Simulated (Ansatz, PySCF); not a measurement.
This Ansatz (a program for electronic structure) input computes a PBE0/def2-TZVPD energy:

Ansatz 0.2 input:
```yaml
crystal:
  periodic: [false, false, false]
  atoms:
    - {symbol: C, position_ang: [-1.50946924, 0.13525764, -0.02954702]}
    - {symbol: C, position_ang: [-0.14239834, -0.47916042, -0.10548602]}
    - {symbol: C, position_ang: [1.02416038, 0.26214254, -0.58559615]}
    - {symbol: O, position_ang: [0.83826806, 0.01922124, 0.81226500]}
    - {symbol: H, position_ang: [-2.05693779, -0.25112328, 0.83255523]}
    - {symbol: H, position_ang: [-2.08462067, -0.10001904, -0.92820269]}
    - {symbol: H, position_ang: [-1.43877541, 1.21922918, 0.06660483]}
    - {symbol: H, position_ang: [-0.11998649, -1.56214571, -0.21072859]}
    - {symbol: H, position_ang: [0.90406969, 1.29704488, -0.89351414]}
    - {symbol: H, position_ang: [1.85634933, -0.26619438, -1.04105945]}
basis:
  gaussian:
    orbitals: def2-TZVPD
hamiltonian:
  xc: {name: PBE0}
output: {forces: true}
```

Task: Write an input for the same energy in PySCF and say what it gives.

Result: 
```python
from pyscf import gto, scf, dft

mol = gto.M(
    atom='''
    C    -1.50946924    0.13525764   -0.02954702
    C    -0.14239834   -0.47916042   -0.10548602
    C     1.02416038    0.26214254   -0.58559615
    O     0.83826806    0.01922124    0.81226500
    H    -2.05693779   -0.25112328    0.83255523
    H    -2.08462067   -0.10001904   -0.92820269
    H    -1.43877541    1.21922918    0.06660483
    H    -0.11998649   -1.56214571   -0.21072859
    H     0.90406969    1.29704488   -0.89351414
    H     1.85634933   -0.26619438   -1.04105945
    ''',
    basis='def2-tzvpd',
    charge=0,
    spin=0,
    verbose=4,
)

mf = dft.RKS(mol, xc='pbe0').density_fit(auxbasis='def2-universal-jkfit')
mf.grids.level = 3
mf.conv_tol = 1e-9
mf.max_cycle = 100
mf.max_memory = 1500
mf.kernel()
if not mf.converged:
    mf = mf.newton()
    mf.kernel(mf.make_rdm1())
mf.analyze()
```
It gives -192.96157 Eh, and Ansatz -192.96150 Eh, a difference of 0.07 mEh, from the treatment of integrals and grids.
